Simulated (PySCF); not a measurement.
# P²⁺: excitation energy

P²⁺ [Ne] 3s2 3p1 (2P) → P²⁺ [Ne] 3s1 3p2 (4P), as a difference of total energies. Calculation: PySCF 2.14, in aug-cc-pCVTZ-DK (8s7p5d3f, 75 functions); scalar relativity by spin-free X2C-1e. Correlated levels: valence: [Ne] frozen; valence and next inner shell: 1s2 frozen; nothing frozen. The calculations carry no spin-orbit coupling.

```json
{"method": "UHF", "excitation energy (eV)": "5.521"}
{"method": "LDA", "excitation energy (eV)": "7.141"}
{"method": "PBE", "excitation energy (eV)": "7.025"}
{"method": "PBE0", "excitation energy (eV)": "6.832"}
{"method": "r2SCAN", "excitation energy (eV)": "6.266"}
{"method": "revPBE", "excitation energy (eV)": "6.918"}
{"method": "wB97X-V", "excitation energy (eV)": "7.086"}
{"method": "wB97X", "excitation energy (eV)": "6.920"}
{"method": "LC-wPBE", "excitation energy (eV)": "6.708"}
{"method": "MP2 (valence)", "excitation energy (eV)": "6.498"}
{"method": "SCS-MP2 (valence)", "excitation energy (eV)": "6.880"}
{"method": "MP2 (valence and next inner shell)", "excitation energy (eV)": "6.695"}
{"method": "SCS-MP2 (valence and next inner shell)", "excitation energy (eV)": "7.025"}
{"method": "MP2 (all electrons)", "excitation energy (eV)": "6.688"}
{"method": "SCS-MP2 (all electrons)", "excitation energy (eV)": "7.020"}
```

**Question.** How much does correlation contribute at MP2 (all electrons)?

**Answer.** 6.688 − (5.521) = 1.167 eV, measured against UHF.

A first-order spin-orbit estimate (lowest level to lowest level, LS coupling) adds 0.005 eV.
